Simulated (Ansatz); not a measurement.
The cluster Sr3Se3⁻. Total charge -1; doublet. Geometry B3LYP-D4/def2-SVPD; atoms count from 1.

```csv
atom,x (Å),y (Å),z (Å)
Sr1,-0.799,-1.409,0.309
Sr2,-1.118,2.052,-1.413
Sr3,2.447,0.570,1.069
Se4,-2.191,-0.477,-2.105
Se5,1.984,-2.211,0.799
Se6,-0.322,1.475,1.342
```

In the def2 sets Sr takes a core potential; there is no spin–orbit coupling. Another isomer (doublet) lies 0.26 eV lower at PBE0-D4/def2-TZVPD; other spin states weren't run for this one.

**Question.** Estimate the Mulliken populations from the PBE0/def2-TZVPD orbitals of Ansatz.

**Answer.** 
| atom | charge (e) | spin (α − β) |
| --- | --- | --- |
| Sr1 | 1.22 | 0.15 |
| Sr2 | 0.98 | 0.42 |
| Sr3 | 0.98 | 0.42 |
| Se4 | -1.35 | 0.03 |
| Se5 | -1.35 | 0.03 |
| Se6 | -1.48 | -0.04 |
Mulliken values and Mayer orders depend strongly on the basis. With diffuse functions, as here, like atoms can get unlike values, and bond orders can come out too low or too high.

**Question.** Where does the spin sit?

**Answer.** Summed by element: Sr 0.98, Se 0.02, of 1 unpaired in all. Largest on single atoms: Sr2 0.42, Sr3 0.42, Sr1 0.15.

**Question.** And the Mayer bond orders between bonded heavy atoms (over 0.3)?

**Answer.** Sr1–Se4 0.40 (2.94 Å); Sr1–Se5 0.39 (2.94 Å); Sr2–Sr3 0.37 (4.59 Å); Sr2–Se4 0.70 (2.83 Å); Sr3–Se5 0.70 (2.83 Å).
